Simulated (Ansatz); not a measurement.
Ansatz (an electronic-structure program) input (CCSD(T)/aug-cc-pV(D+d)Z):
A basis named .json is the Basis Set Exchange file of that set.

Ansatz 0.2 input:
```yaml
crystal:
  periodic: [false, false, false]
  atoms:
    - {symbol: Si, position_ang: [-0.02555787, 0.00397546, 0.00616477]}
    - {symbol: C, position_ang: [1.72851112, -0.45237176, -0.46380781]}
    - {symbol: N, position_ang: [-0.37420800, -0.91840172, 1.42258296]}
    - {symbol: N, position_ang: [-0.95058033, -0.18760872, -1.43820569]}
    - {symbol: N, position_ang: [-0.36962410, 1.61651903, 0.48741171]}
    - {symbol: H, position_ang: [2.07189938, 0.14621797, -1.30941892]}
    - {symbol: H, position_ang: [2.41052992, -0.28313788, 0.37135299]}
    - {symbol: H, position_ang: [1.81039452, -1.50528691, -0.74927396]}
    - {symbol: H, position_ang: [-1.26715312, -0.83066235, 1.88247782]}
    - {symbol: H, position_ang: [-0.00020367, -1.84748930, 1.53247333]}
    - {symbol: H, position_ang: [-1.93738094, 0.01913174, -1.44415677]}
    - {symbol: H, position_ang: [-0.73055460, -0.92146402, -2.09257862]}
    - {symbol: H, position_ang: [-0.09483626, 1.95084051, 1.39628801]}
    - {symbol: H, position_ang: [-0.41506479, 2.35686410, -0.19314661]}
basis:
  gaussian:
    orbitals: aug-cc-pV_D+d_Z.json
magnetization: {spin_polarized: false}
correlation: {method: ccsd_t, electrons: outside_noble_gas}
output: {forces: true}
```

Output:

```
Functional definition: HF
integrals: 1.09 GiB planned
2025 factors; integrals over basis functions are off by at most 1.1e-3 eV
mean field: 1.21 GiB planned
mean field evaluation 1: about -13477.0454 eV, gradient 5.8e1 eV
mean field evaluation 2: about -13477.0890 eV, gradient 5.9e1 eV
mean field evaluation 4: about -13484.4000 eV, gradient 4.0e0 eV
mean field evaluation 8: about -13484.4598 eV, gradient 2.3e-4 eV
mean field evaluation 16: about -13484.3948 eV, gradient 2.2e-1 eV
mean field -13484.45978037 eV, -495.5447568336 hartree, gradient 6.9e-7 eV, S^2 0.000000; 0 other end points of the search recorded, 0 dependent functions left out
9 core orbitals not correlated
reference -13484.45978037 eV, -495.5447568336 hartree; 16, 16 occupied and 180, 180 virtual orbitals, 2025 factors
densities: 6.83 GiB planned
second order -21.97956503 eV of doubles, -0.00000000 eV of singles
coupled cluster: 3.45 GiB planned
cycle   1  -22.78180768 eV  change   -8.0e-1 eV  update   9.7e-2
cycle   2  -23.28127729 eV  change   -5.0e-1 eV  update   2.7e-2
cycle   3  -23.39096860 eV  change   -1.1e-1 eV  update   1.3e-2
cycle   4  -23.38699583 eV  change    4.0e-3 eV  update   3.0e-3
cycle   5  -23.38646321 eV  change    5.3e-4 eV  update   1.3e-3
cycle   6  -23.38668930 eV  change   -2.3e-4 eV  update   3.9e-4
cycle   7  -23.38653932 eV  change    1.5e-4 eV  update   1.6e-4
cycle   8  -23.38648770 eV  change    5.2e-5 eV  update   5.3e-5
cycle   9  -23.38648494 eV  change    2.8e-6 eV  update   1.9e-5
cycle  10  -23.38648005 eV  change    4.9e-6 eV  update   6.9e-6
perturbative correction -0.74762965 eV, -0.0274748829 hartree
the calculation of the forces begins
Total energy: -13508.59389007 eV, -496.4316690063 hartree
Atom 0 at    -0.025558     0.003975     0.006165 Å, force     0.299000    -0.171580    -0.104071 eV/Å
Atom 1 at     1.728511    -0.452372    -0.463808 Å, force    -0.314962     0.044418     0.074803 eV/Å
Atom 2 at    -0.374208    -0.918402     1.422583 Å, force     0.162096     0.140764     0.253750 eV/Å
Atom 3 at    -0.950580    -0.187609    -1.438206 Å, force     0.070838     0.256472    -0.199205 eV/Å
Atom 4 at    -0.369624     1.616519     0.487412 Å, force    -0.290211     0.017084     0.062834 eV/Å
Atom 5 at     2.071899     0.146218    -1.309419 Å, force     0.152569     0.276264    -0.383418 eV/Å
Atom 6 at     2.410530    -0.283138     0.371353 Å, force     0.306793     0.080721     0.382061 eV/Å
Atom 7 at     1.810395    -1.505287    -0.749274 Å, force     0.029431    -0.475729    -0.127455 eV/Å
Atom 8 at    -1.267153    -0.830662     1.882478 Å, force    -0.352543     0.015856     0.174894 eV/Å
Atom 9 at    -0.000204    -1.847489     1.532473 Å, force     0.130960    -0.384088     0.045189 eV/Å
Atom 10 at    -1.937381     0.019132    -1.444157 Å, force    -0.388913     0.061971    -0.005629 eV/Å
Atom 11 at    -0.730555    -0.921464    -2.092579 Å, force     0.069129    -0.305691    -0.261707 eV/Å
Atom 12 at    -0.094836     1.950841     1.396288 Å, force     0.124816     0.143274     0.351257 eV/Å
Atom 13 at    -0.415065     2.356864    -0.193147 Å, force     0.000999     0.300264    -0.263302 eV/Å
Dipole moment:    -0.101100    -0.117383    -0.009617 e Å
```
